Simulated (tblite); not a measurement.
Input of a run (GFN2-xTB geometry optimisation, gas phase (tblite 0.8.0)), started from a force field or distance geometry:
```
{"job": {"kind": "relax", "xc": "GFN2-xTB", "basis": "xTB"}, "charge": 0, "multiplicity": 1}
C      3.482200    -0.803600     0.386400
C      2.048800    -0.500200     0.154500
C      0.891700    -0.281100    -0.028600
Si    -0.893500     0.063300    -0.366100
Si    -1.414400     2.118000     0.260400
Cl    -3.477800     2.373800    -0.098300
C     -1.922700    -1.254500     0.471100
Cl    -2.663400    -0.625200     1.956100
Cl    -3.244000    -1.675600    -0.637000
H      3.559300    -1.829600     0.770600
H      4.062800    -0.778800    -0.571000
H      3.953700    -0.060200     1.052200
H     -1.196300    -0.061300    -1.796600
H     -1.118600     2.421300     1.658700
H     -0.733400     3.070300    -0.661800
H     -1.342000    -2.167400     0.705600
```

Output (eV, eV/Å):
```
step      E/eV     max force
  0    -794.54102    3.027
  1    -794.57802    5.333
  2    -794.76256    0.784
  3    -794.79568    0.537
  4    -794.82162    0.526
  5    -794.84106    0.395
  6    -794.86236    0.393
  7    -794.87599    0.420
  8    -794.88788    0.300
  9    -794.89778    0.295
 10    -794.90766    0.290
 11    -794.91640    0.270
 12    -794.92163    0.222
 13    -794.92437    0.136
 14    -794.92608    0.101
 15    -794.92737    0.090
 16    -794.92872    0.092
 17    -794.93019    0.098
 18    -794.93161    0.102
 19    -794.93273    0.100
 20    -794.93354    0.111
 21    -794.93432    0.100
 22    -794.93524    0.123
 23    -794.93616    0.112
 24    -794.93686    0.067
 25    -794.93737    0.056
 26    -794.93786    0.056
 27    -794.93846    0.083
 28    -794.93914    0.077
 29    -794.93979    0.053
 30    -794.94044    0.062
 31    -794.94121    0.080
 32    -794.94209    0.099
 33    -794.94283    0.075
 34    -794.94330    0.046
 35    -794.94364    0.054
 36    -794.94407    0.071
 37    -794.94478    0.094
 38    -794.94588    0.109
 39    -794.94727    0.107
 40    -794.94861    0.098
 41    -794.94981    0.108
 42    -794.95109    0.113
 43    -794.95250    0.104
 44    -794.95385    0.094
 45    -794.95500    0.081
 46    -794.95595    0.085
 47    -794.95686    0.094
 48    -794.95779    0.117
 49    -794.95934    0.111
 50    -794.96219    0.103
 51    -794.96352    0.084
 52    -794.96441    0.094
 53    -794.96496    0.112
 54    -794.96621    0.125
 55    -794.96758    0.101
 56    -794.96874    0.060
 57    -794.96917    0.049
 58    -794.96961    0.060
 59    -794.97011    0.074
 60    -794.97066    0.072
 61    -794.97109    0.051
 62    -794.97142    0.048
 63    -794.97174    0.058
 64    -794.97210    0.070
 65    -794.97247    0.066
 66    -794.97283    0.048
 67    -794.97318    0.038
 68    -794.97349    0.045
 69    -794.97373    0.040
 70    -794.97392    0.042
 71    -794.97404    0.038
 72    -794.97417    0.032
 73    -794.97432    0.036
 74    -794.97452    0.052
 75    -794.97478    0.072
 76    -794.97509    0.073
 77    -794.97540    0.060
 78    -794.97566    0.049
 79    -794.97581    0.030
 80    -794.97596    0.029
 81    -794.97613    0.034
 82    -794.97635    0.043
 83    -794.97657    0.037
 84    -794.97674    0.037
 85    -794.97688    0.033
 86    -794.97701    0.035
 87    -794.97711    0.023
 88    -794.97717    0.014
 89    -794.97722    0.016
 90    -794.97728    0.025
 91    -794.97735    0.025
 92    -794.97742    0.023
 93    -794.97749    0.027
 94    -794.97756    0.025
 95    -794.97767    0.038
 96    -794.97777    0.036
 97    -794.97782    0.019
 98    -794.97784    0.011
 99    -794.97786    0.015
100    -794.97788    0.020
101    -794.97792    0.022
102    -794.97796    0.017
103    -794.97797    0.007
```

Problem. Summarise the run.

Solution. The energy falls by 10.1 kcal/mol over 103 L-BFGS steps, the largest force on an atom goes from 3.03 to 0.007 eV/Å, and the atoms move by 0.410 Å rms after alignment. The bond that changes most is Si4–Si5 (SiH silicon to chlorine-bound silicon), which lengthens by 0.113 Å. Bonds longer at the end by more than 0.005 Å: 3 of 15; shorter: 8. Among the angles that change most is Si5–Si4–H13, from 107.9° to 118.8°. Among the dihedrals that turn most is H13–Si4–C7–Cl8, from -138° to 179°. The energy never rose by more than 1e-5 eV on the way. The first step brought 8 % of the lowering.

Problem. What are the final bond lengths?

Solution. C1–C2 1.443 Å, C2≡C3 1.207 Å, C3–Si4 1.843 Å, Si4–Si5 2.323 Å, Si5–Cl6 2.018 Å, Si4–C7 1.941 Å, C7–Cl8 1.778 Å, C7–Cl9 1.780 Å, C1–H10 1.090 Å, C1–H11 1.090 Å, C1–H12 1.090 Å, Si4–H13 1.472 Å, Si5–H14 1.463 Å, Si5–H15 1.466 Å, C7–H16 1.089 Å. Numbering counts from 1 in the input's order; the species is `CC#C[Si@H]([SiH2]Cl)C(Cl)Cl`.

Its lowest GFN2-xTB frequency is 18i cm⁻¹, too small to tell a flat minimum from a shallow saddle. One conformer, not necessarily the lowest.

All values are computed, not measured.
